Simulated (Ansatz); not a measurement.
Geometry optimisation, RHF/6-31G in Ansatz.

The input (input.yaml):

```yaml
crystal:
  periodic: [false, false, false]
  atoms:
    - { symbol: C, position_ang: [-0.8341, -0.674, 1.3281] }
    - { symbol: "N", position_ang: [0.2586, -0.9845, 0.4813] }
    - { symbol: Al, position_ang: [0.6341, 0.4421, -0.7619] }
    - { symbol: O, position_ang: [2.159, 0.2899, -1.9039] }
    - { symbol: O, position_ang: [-0.3676, 1.947, -0.7941] }
    - { symbol: H, position_ang: [-0.677, 0.3076, 1.9047] }
    - { symbol: H, position_ang: [-1.0631, -1.4571, 2.0277] }
    - { symbol: H, position_ang: [-1.7485, -0.4636, 0.6809] }
    - { symbol: H, position_ang: [1.0974, -1.0702, 1.1499] }
    - { symbol: H, position_ang: [1.7021, -0.1449, -2.6838] }
    - { symbol: H, position_ang: [-1.0956, 1.7507, -1.4084] }
basis:
  gaussian: { orbitals: "6-31G" }
hamiltonian:
  xc: hf
relax:
  f_tol: 0.015
  max_steps: 40
```

Command:

```bash
$ ansatz run input.yaml --threads 1 --pin off --max-ram 2048MiB --backend cpu --events-out ev --progress --plain --runs-dir out
```

Question: Where does it end, and by what steps?

Answer: The run converged. Limits of this set-up: no polarisation functions. After 14 steps the energy has fallen by 2.753 eV; H10 moved furthest, 0.88 Å.

```
step  energy less start (eV)  largest force component (eV/Å)  accepted
   0                  0.0000                           4.226       yes
   1                 -1.3299                           2.877       yes
   2                 -1.8369                           1.843       yes
   3                 -2.3858                           0.799       yes
   4                 -2.5325                           1.497       yes
   5                 -2.6738                           0.224       yes
   6                 -2.7423                           0.095       yes
   7                 -2.7504                           0.023       yes
   8                 -2.3917                           4.186        no
   9                 -2.7519                           0.018       yes
  10                 -2.7519                           0.084       yes
  11                 -2.7523                           0.037       yes
  12                 -2.7524                           0.072       yes
  13                 -2.7525                           0.016       yes
  14                 -2.7525                           0.004       yes
```

```xyz
11
Properties=species:S:1:pos:R:3
C -0.797 -0.564 1.535
N 0.298 -0.617 0.574
Al 0.481 0.335 -0.918
O 1.838 0.095 -1.868
O -0.715 1.438 -1.317
H -0.456 -0.267 2.523
H -1.299 -1.523 1.630
H -1.535 0.160 1.213
H 1.003 -1.276 0.824
H 2.528 0.077 -2.495
H -1.279 2.085 -1.681
```

Time of the run: 64 s on 1 thread of AMD EPYC 7R43 64-Core Processor (Zen 3), on a shared host, peak memory 0.15 GiB.
